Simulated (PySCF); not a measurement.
C3H5ClOSi, SMILES Cl[Si@@H]1CC=CO1.

Geometry: B3LYP-D3(BJ)/def2-SVP. The structure was generated by enumeration; whether it is a known compound was not checked. One conformer was computed; it need not be the lowest.

Calculation: TDA-PBE/def2-SVPD (PySCF).

Vertical excitations. The molecule is in vacuum.

Computed excitation energies, oscillator strengths and character:
```json
[
 {"state": "S1", "energy (eV)": "5.18", "λ (nm)": "239", "f": "0.011", "main pairs": "HOMO→LUMO+1 83 %, HOMO→LUMO 16 %"},
 {"state": "S2", "energy (eV)": "5.38", "λ (nm)": "230", "f": "0.020", "main pairs": "HOMO→LUMO+2 66 %, HOMO→LUMO 24 %"},
 {"state": "S3", "energy (eV)": "5.68", "λ (nm)": "218", "f": "0.004", "main pairs": "HOMO→LUMO+3 90 %"},
 {"state": "S4", "energy (eV)": "6.16", "λ (nm)": "201", "f": "0.024", "main pairs": "HOMO→LUMO+4 68 %, HOMO→LUMO 12 %"},
 {"state": "S5", "energy (eV)": "6.52", "λ (nm)": "190", "f": "0.043", "main pairs": "HOMO→LUMO+6 27 %, HOMO→LUMO+4 22 %, HOMO→LUMO+5 20 %, HOMO→LUMO 13 %"},
 {"state": "S6", "energy (eV)": "6.58", "λ (nm)": "188", "f": "0.025", "main pairs": "HOMO→LUMO+5 79 %"},
 {"state": "S7", "energy (eV)": "6.73", "λ (nm)": "184", "f": "0.002", "main pairs": "HOMO−1→LUMO 98 %"},
 {"state": "S8", "energy (eV)": "6.97", "λ (nm)": "178", "f": "0.001", "main pairs": "HOMO→LUMO+7 89 %"},
 {"state": "S9", "energy (eV)": "7.02", "λ (nm)": "177", "f": "0.011", "main pairs": "HOMO→LUMO+6 43 %, HOMO−1→LUMO+1 20 %, HOMO→LUMO+7 10 %"},
 {"state": "S10", "energy (eV)": "7.18", "λ (nm)": "173", "f": "0.042", "main pairs": "HOMO−1→LUMO+1 54 %, HOMO−2→LUMO 13 %, HOMO→LUMO+6 9 %"},
 {"state": "T1", "energy (eV)": "4.11", "λ (nm)": "302", "f": "0", "main pairs": "HOMO→LUMO 87 %"},
 {"state": "T2", "energy (eV)": "5.08", "λ (nm)": "244", "f": "0", "main pairs": "HOMO→LUMO+1 94 %"},
 {"state": "T3", "energy (eV)": "5.28", "λ (nm)": "235", "f": "0", "main pairs": "HOMO→LUMO+2 91 %"},
 {"state": "T4", "energy (eV)": "5.62", "λ (nm)": "221", "f": "0", "main pairs": "HOMO→LUMO+3 98 %"}
]
```
Triplets are in the Tamm–Dancoff approximation.
